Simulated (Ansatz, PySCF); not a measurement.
Constitutional and geometric isomers with formula CH3NS. Isolated molecules, 0 K electronic values unless said otherwise. One relaxed conformer stands for each flexible species; it need not be the lowest. Strings in code marks are SMILES.

Quantity: electronic energy of isomers of CH3NS relative to `NC=S`, in eV.

Level 1: BLYP/cc-pVTZ // PBE0-D3(BJ)/def2-TZVP (Ansatz, a program for electronic structure)
Level 2: CAM-B3LYP/cc-pVTZ // PBE0-D3(BJ)/def2-TZVP (Ansatz)
Level 3: PBE0-D3(BJ)/def2-TZVP (PySCF)
Level 4: SVWN5/6-31G* // PBE0-D3(BJ)/def2-TZVP (PySCF)

```
species                           level 2  level 3  level 4
--------------------------------  -------  -------  -------
`[H]/N=C/S` (N–C–S–H torsion 0°)     0.53     0.54     0.77
```

Task: What does level 1 give for each?

Result: 
- `[H]/N=C/S` (N–C–S–H torsion 0°): 0.52
